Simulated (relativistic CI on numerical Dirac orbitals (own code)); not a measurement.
Radial Dirac CI calculation of V II.

Command:

```sh
python run_levels.py task.json out
```

Input:

```
atom V  Z=23  charge=1  electrons=22
nucleus A=51  rms_radius_fm=3.6002
hamiltonian dirac-coulomb  breit=on  qed=on  c_scale=1
orbitals kli  potential=per-configuration
slater_scale 1
correlation none
mixing on
grid step=0.0125 r_max=74.5
scf mixing=0.4 start=green max_iterations=150 tolerance=2e-08 node_fill=0
configurations
  [Ar] 3d4
  [Ar] 3d3 4s
end
```

Output:

```
SCF 1: [Ar] 3d4
 iter      energy (Ha)   residual   last orbital (Ha)
    1      -945.436578   1.01e+00     -1.04175
    2      -947.737146   2.96e-01     -0.57541
    3      -947.899810   9.95e-02     -0.52390
    4      -947.924702   2.39e-02     -0.55568
    5      -947.926556   1.28e-02     -0.54763
    6      -947.927388   1.14e-03     -0.53597
    7      -947.927389   6.19e-04     -0.53643
    8      -947.927383   5.42e-05     -0.53701
    9      -947.927384   7.07e-06     -0.53697
   10      -947.927384   3.32e-07     -0.53696
   11      -947.927384   1.21e-08     -0.53696
SCF 2: [Ar] 3d3 4s
 iter      energy (Ha)   residual   last orbital (Ha)
    1      -946.116398   9.14e-01     -0.63003
    2      -947.735927   3.08e-01     -0.53512
    3      -947.923934   9.14e-02     -0.50645
    4      -947.950388   1.96e-02     -0.50127
    5      -947.950819   1.06e-02     -0.49917
    6      -947.950972   1.23e-03     -0.49459
    7      -947.950977   1.68e-04     -0.49407
    8      -947.950988   5.75e-05     -0.49409
    9      -947.950988   3.50e-06     -0.49407
   10      -947.950988   1.42e-06     -0.49406
   11      -947.950988   2.83e-09     -0.49407
orbital energies (Ha): 2s -22.5295  2p1/2 -19.0575  2p3/2 -18.7959  3s -2.9012  3p1/2 -1.9659  3p3/2 -1.9369  3d3/2 -0.5391  3d5/2 -0.5370
configuration averages (Ha): Dirac-Coulomb, Breit, QED
  3d4                           -947.927384    0.307905    0.204763
  3d3 4s                        -947.950988    0.308323    0.204916
levels: no., configuration, term, J, E (cm-1), weight
   1 3d3 4s                 5F   1                0.0  1.00
   2 3d3 4s                 5F   2               74.0  1.00
   3 3d3 4s                 5F   3              183.8  1.00
   4 3d3 4s                 5F   4              328.1  1.00
   5 3d3 4s                 5F   5              505.0  1.00
   6 3d4                    5D   0             2499.2  1.00
   7 3d4                    5D   1             2530.4  1.00
   8 3d4                    5D   2             2591.8  1.00
   9 3d4                    5D   3             2681.6  1.00
  10 3d4                    5D   4             2797.7  1.00
  11 3d3 4s                 3F   2             9333.5  0.96
  12 3d3 4s                 3F   3             9521.2  0.96
  13 3d3 4s                 3F   4             9762.9  0.96
  14 3d3 4s                 5P   1            13886.6  1.00
lowest total energy -947.534347 Ha
end: converged
```

Against the reference input this run has: node fill of the KLI weights 0. The reference run ends at -947.534681 Ha with Breit and QED terms.

With so few configurations and no correlation the model can put configurations in the wrong order; the tabulated ground configuration is [Ar] 3d4. Terms and fine structure of an open d or f shell near neutrality can be off by tens of per cent either way.
